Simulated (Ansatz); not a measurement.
Species: HO2S, SMILES `O=[SH+]=O` with one electron removed (charge 2, multiplicity 2).

### Question
Give a relaxed geometry from Ansatz (a quantum-chemistry and plane-wave program) with PBE-D3(BJ)/def2-TZVP.

### Answer
the end point of this relaxation (outside a Z-matrix the atoms follow the SMILES, hydrogens last).
Z-matrix (Å, degrees):
```
S
O 1 1.4596
O 1 1.4596 2 144.52
H 1 1.5238 2 107.74 3 -179.96
```
